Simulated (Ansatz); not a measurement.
Two isomers of C4H7Al: A = `C[C]1([AlH2])C=C1`, B = `C=C[C](=C)[AlH2]`.

Gas-phase electronic energies from Ansatz, PBE0-D4/def2-TZVP geometries. CCSD(T)/CBS adds triple-zeta CCSD(T) − MP2 to the extrapolated MP2 energy (def2 sets, frozen cores). Functionals use def2-TZVPP. B3LYP here is the variant with VWN-RPA as its local correlation; programs differ in this. One conformer a species, not always the lowest.

A:

```xyz
12

C    -0.318    1.011    1.062
C    -0.019    0.022   -0.052
Al    0.839   -1.678    0.366
C    -0.929    0.059   -1.284
C     0.222    0.596   -1.452
H     0.594    1.318    1.584
H    -0.799    1.915    0.671
H    -0.984    0.579    1.816
H     1.259   -2.076    1.852
H     1.121   -2.686   -0.833
H    -1.908   -0.191   -1.658
H     0.923    1.129   -2.072
```

B:

```xyz
12

C     2.0028    0.3681   -0.0968
C     0.9262    0.3630    0.6885
C    -0.4204   -0.0115    0.2673
C    -1.4256    0.0276    1.1589
Al   -0.9387   -0.5882   -1.5237
H     1.9465    0.0825   -1.1425
H     2.9756    0.6585    0.2811
H     1.0402    0.6596    1.7327
H    -1.2684    0.3322    2.1944
H    -2.4442   -0.2413    0.8939
H     0.0808   -0.7141   -2.7346
H    -2.4747   -0.9365   -1.7193
```

Question: Which is lower in electronic energy at CCSD(T)/CBS, and by how much? (An estimate is asked.)

Answer: Computed: B, by 39.1 kcal/mol.

Question: Give E(B) − E(A) in kcal/mol with HF/def2-TZVPP, PBE0-D4, ωB97M-V, CCSD/def2-TZVPP, PBE-D4, MP2/def2-TZVPP, B3LYP. (Best estimate.)

Answer: The calculation gave: HF/def2-TZVPP -45.2, PBE0-D4 -36.5, ωB97M-V -37.4, CCSD/def2-TZVPP -39.7, PBE-D4 -36.9, MP2/def2-TZVPP -36.4, B3LYP -41.6. None reverses the order clearly.

Largest T1 diagnostic: 0.012.

In def2-TZVPP, CCSD(T) changes the Hartree–Fock value by +5.5 kcal/mol (the triples alone add +0.0 kcal/mol) and MP2 by +8.7 kcal/mol.
